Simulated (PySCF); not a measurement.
# Two-component Hartree-Fock for Sn⁴⁰⁺ (tin, charge +40)

Start: [Ne]. Calculated with PySCF 2.14 in an uncontracted even-tempered set (17 s from 4.6 bohr⁻², ratio 2.6; 13 p from 5.9 bohr⁻², ratio 2.6; 6 d from 6.1 bohr⁻², ratio 2.8; 3 f from 140 bohr⁻², ratio 2.8): generalised Hartree-Fock with the X2C-1e Hamiltonian and a Gaussian nucleus; spin-orbit coupling (SO) screened by Boettger's factors.

```json
{"spinor shell": "1s1/2", "electrons": "2", "ε, screened SO (eV)": "-31936.9", "weight of nominal j (screened SO)": "1.000", "rms radius, screened SO (bohr)": "0.0332"}
{"spinor shell": "2s1/2", "electrons": "2", "ε, screened SO (eV)": "-6937.2", "weight of nominal j (screened SO)": "1.000", "rms radius, screened SO (bohr)": "0.133"}
{"spinor shell": "2p1/2", "electrons": "2", "ε, screened SO (eV)": "-6662.8", "weight of nominal j (screened SO)": "1.000", "rms radius, screened SO (bohr)": "0.115"}
{"spinor shell": "2p3/2", "electrons": "4", "ε, screened SO (eV)": "-6420.5", "weight of nominal j (screened SO)": "1.000", "rms radius, screened SO (bohr)": "0.119"}
```

```json
{"quantity": "E (hartree)", "screened SO": "-4714.38155"}
{"quantity": "M_J", "screened SO": "0"}
{"quantity": "⟨J²⟩", "screened SO": "0.000"}
{"quantity": "⟨L²⟩", "screened SO": "0.006"}
{"quantity": "⟨S²⟩", "screened SO": "0.006"}
```

Breit and QED terms are absent; they matter most for the inner s and p1/2 levels.

Densities and radii are taken from the X2C orbitals without a picture-change correction, which distorts them close to the nucleus.
